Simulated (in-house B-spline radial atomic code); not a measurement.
Response and correlation along the 12-electron series, closed shell [Ne] 3s2; the second-order energy is extrapolated in partial waves. Computed with an all-electron radial atomic-structure program (B-spline basis): relativistic RPA and second-order many-body perturbation theory on Dirac-Hartree-Fock.

```tsv
ion	Z	dipole polarisability (bohr³)	quadrupole polarisability (bohr⁵)	ratio of RPA to uncoupled dipole	second order correlation energy (Eh)	C6 of two such ions (Eh bohr⁶)
Dy54+	66	0.0055318	8.1647e-05	1.1775	-0.62095	0.00021004
Ho55+	67	0.0051551	7.2817e-05	1.1787	-0.62259	0.00018768
Er56+	68	0.0048081	6.5014e-05	1.1799	-0.62424	0.00016788
Tm57+	69	0.0044874	5.8106e-05	1.1812	-0.62589	0.00015031
Yb58+	70	0.0041916	5.1986e-05	1.1827	-0.62756	0.00013472
Lu59+	71	0.0039179	4.6555e-05	1.1842	-0.62926	0.00012085
Hf60+	72	0.0036643	4.1729e-05	1.1857	-0.63096	0.00010851
Ta61+	73	0.0034294	3.7437e-05	1.1874	-0.63268	9.7507e-05
W62+	74	0.0032117	3.3615e-05	1.1891	-0.63442	8.7696e-05
Re63+	75	0.0030096	3.0208e-05	1.1908	-0.6362	7.8934e-05
Os64+	76	0.002822	2.7169e-05	1.1927	-0.63801	7.1105e-05
Ir65+	77	0.0026475	2.4453e-05	1.1945	-0.63985	6.4096e-05
Pt66+	78	0.0024853	2.2024e-05	1.1965	-0.64174	5.7822e-05
Au67+	79	0.0023342	1.9851e-05	1.1984	-0.64366	5.2196e-05
Hg68+	80	0.0021935	1.7905e-05	1.2005	-0.64564	4.715e-05
Tl69+	81	0.0020623	1.6159e-05	1.2025	-0.64766	4.2618e-05
Pb70+	82	0.0019399	1.4593e-05	1.2047	-0.64974	3.8545e-05
Bi71+	83	0.0018257	1.3186e-05	1.2068	-0.65187	3.4882e-05
```

Problem. How fast does the dipole polarisability fall along the series?

Solution. From 0.005532 to 0.001826 bohr³; a fit of its logarithm against log Z from Z = 66 to 83 has slope -4.84.
